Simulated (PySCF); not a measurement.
C5H8NO2 (charge +1).
Numbering: `[CH3:1][O:2][CH2:3][n+:4]1[cH:5][cH:6][o:7][cH:8]1`

Cartesian coordinates in Å at the GFN2-xTB level; atoms count from 1:
```xyz
16
C5H8NO2 angstrom
C      2.339    0.097    0.658
O      1.509   -0.990    0.253
C      0.652   -0.737   -0.776
N     -0.627   -0.182   -0.268
C     -1.582    0.499   -0.976
C     -2.579    0.767   -0.093
O     -2.231    0.266    1.102
C     -1.069   -0.296    0.972
H      2.953    0.447   -0.175
H      1.753    0.929    1.059
H      2.985   -0.301    1.436
H      1.043   -0.023   -1.516
H      0.417   -1.690   -1.268
H     -1.486    0.732   -2.017
H     -3.520    1.275   -0.191
H     -0.565   -0.785    1.789
```

Definitions: NICS(0) = −σiso at the ring centroid; NICS(1) = −σiso and NICS(1)zz = −σzz at ±1 Å along the ring normal z. Level: GIAO PBE0/pcSseg-1 (PySCF, non-relativistic, gas phase) on the GFN2-xTB geometry, one conformer.

Ring bond lengths (Å), with Mayer bond orders in brackets: N4–C5 1.370 (1.09), C5–C6 1.359 (1.66), C6–O7 1.341 (1.05), O7–C8 1.298 (1.23), C8–N4 1.321 (1.36).

**Question.** Give the NICS values of each ring in ppm.

**Answer.** 
```csv
ring,type,NICS(0),"NICS(1), two faces","NICS(1)zz, two faces",rms pucker (Å),"centre to ring atoms, mean (Å)"
N4–C5–C6–O7–C8,5-membered ring with N and O; formal bonds all aromatic,-12.3,-10.0 / -9.9,-26.7 / -26.8,0.00,1.14
```

**Question.** What do they say, and how far can they be read as aromaticity?

**Answer.** 
- N4–C5–C6–O7–C8: mean NICS(1)zz -26.8 ppm, shielded. For a flat ring without four-coordinate atoms the NICS criterion counts such a value as aromatic.

**Question.** What does the geometric index give? HOMA = 1 − mean of α(R − Ropt)² over the ring bonds, with Krygowski's 1993 parameters (CC: Ropt 1.388 Å, α 257.7 Å⁻²; CN: Ropt 1.334 Å, α 93.52 Å⁻²; CO: Ropt 1.265 Å, α 157.38 Å⁻²).

**Answer.** 
- N4–C5–C6–O7–C8: HOMA 0.71; the largest term is that of C6–O7, α(R − Ropt)² = 0.91. The geometric and the magnetic index point the same way.

**Question.** What is the mean of the two in-plane components of NICS at the first NICS(1) probe listed for ring N4–C5–C6–O7–C8, 1 Å off the ring?

**Answer.** The isotropic value is a third of the trace: (3 × -10.0 − (-26.7))/2 = -1.7 ppm.

**Question.** What are the shieldings of the ring atoms and their hydrogens in the same run (means over atoms taken as equivalent)?

**Answer.** 
```
atoms                          environment  σ isotropic (ppm)  principal values of the symmetric part, first atom (ppm)
   N4       three-coordinate ring nitrogen               27.4                                        -88.5, 17.2, 153.4
   C5  aromatic CH next to a ring nitrogen               58.9                                        -26.3, 60.9, 142.0
   C6    aromatic CH next to a ring oxygen               32.6                                        -47.4, 37.3, 107.9
   O7                          ring oxygen                7.1                                      -167.0, -96.5, 284.9
   C8  aromatic CH next to a ring nitrogen               29.0                                         -29.2, 7.6, 108.7
  H14                    aromatic hydrogen              23.89                                          20.8, 24.6, 26.3
  H15                    aromatic hydrogen              23.08                                          19.9, 24.3, 25.1
  H16                    aromatic hydrogen              22.65                                          18.0, 23.5, 26.5
```

Time: 18 s wall. Hardware: an x86-64 server with one thread, no GPU, on a shared host. This is the whole shielding run at PBE0/pcSseg-1, SCF included.
